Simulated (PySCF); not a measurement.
Can point charges reproduce the dipole moment of `O=C(O)c1cccs1`?

Coordinates (PBE0-D3(BJ)/def2-SVP, Å) and charges (e) from the PBE0/pcSseg-1 density (PySCF):

| atom | x | y | z | Mulliken | IAO | Hirshfeld | ESP-fitted |
| --- | --- | --- | --- | --- | --- | --- | --- |
| O1 | 2.363 | 1.186 | -0.408 | -0.4050 | -0.4720 | -0.2734 | -0.5370 |
| C2 | 1.821 | 0.253 | 0.128 | +0.5811 | +0.5244 | +0.1924 | +0.6759 |
| O3 | 2.484 | -0.662 | 0.851 | -0.3664 | -0.4848 | -0.1760 | -0.5386 |
| C4 | 0.379 | -0.011 | 0.071 | -0.5054 | -0.2303 | -0.0582 | -0.1784 |
| C5 | -0.545 | 0.759 | -0.600 | +0.0399 | -0.1397 | -0.0488 | -0.0250 |
| C6 | -1.862 | 0.256 | -0.476 | -0.0451 | -0.1808 | -0.0668 | -0.2804 |
| C7 | -1.910 | -0.887 | 0.288 | -0.2726 | -0.3047 | -0.0689 | -0.1800 |
| S8 | -0.366 | -1.355 | 0.856 | +0.3713 | +0.3868 | +0.1254 | +0.0813 |
| H9 | 3.418 | -0.406 | 0.831 | +0.2440 | +0.3766 | +0.1875 | +0.4215 |
| H10 | -0.254 | 1.651 | -1.155 | +0.1088 | +0.1807 | +0.0644 | +0.1548 |
| H11 | -2.742 | 0.713 | -0.928 | +0.1075 | +0.1663 | +0.0606 | +0.1974 |
| H12 | -2.787 | -1.480 | 0.545 | +0.1419 | +0.1777 | +0.0618 | +0.2088 |

Problem. Compute μ = Σ q r for each scheme (1 e·Å = 4.803 D) and compare with the dipole of the full density.

Solution. The full density gives (-1.48, -1.10, 0.49) D, 1.91 D in size; dipole vectors point from the negative to the positive end.

```
    scheme     μx     μy    μz  size (D)  share of the full size (%)  angle to the full dipole (°)
  Mulliken  -2.10  -1.83  0.88      2.92                         153                             5
       IAO  -1.48  -2.44  1.39      3.18                         167                            23
 Hirshfeld  -1.12  -1.63  0.91      2.17                         114                            20
ESP-fitted  -1.52  -1.12  0.49      1.95                         102                             0
```

Problem. Which set comes closest?

Solution. Length of the difference vector: ESP-fitted 0.04 D, Hirshfeld 0.77 D, Mulliken 1.03 D, IAO 1.62 D. Closest: ESP-fitted. ESP charges are fitted to the potential around the molecule, whose slowest-falling term is the dipole's. 

Problem. What is left for the Hirshfeld atoms' own dipoles?

Solution. The Hirshfeld atoms' densities add up to the full density, so μ = Σ q r + Σ (atomic dipoles). The atomic dipoles sum to (-1.48, -1.10, 0.49) − (-1.12, -1.63, 0.91) = (-0.36, 0.53, -0.42) D, 0.77 D in size.

Problem. With the origin at the mean of the coordinates, (0.000, 0.001, 0.000) Å, which are the largest single terms, by size, of the Hirshfeld dipole along the direction of the full one?

Solution. O1 +3.44, H9 -1.98, C2 -1.41, O3 +1.12, H12 +0.94 D; all 12 atoms together +2.04 D. The single terms depend on the origin, their sum doesn't.

Problem. Give the size of the full dipole in other units.

Solution. 1.91 D = 0.751 au = 0.397 e·Å = 6.36 × 10⁻³⁰ C·m.

Geometry: PBE0-D3(BJ)/def2-SVP, one conformer, isolated molecule.

The run behind these numbers computed NMR shieldings as well. On Arm Neoverse V1, one thread, shared host, this took 18 s of wall time.

Shape of the structure used: `[O:1]=[C:2]([OH:3])[c:4]1[cH:5][cH:6][cH:7][s:8]1`: O1–C2–C4–C5 0°, H–O3–C2–O1 0°.
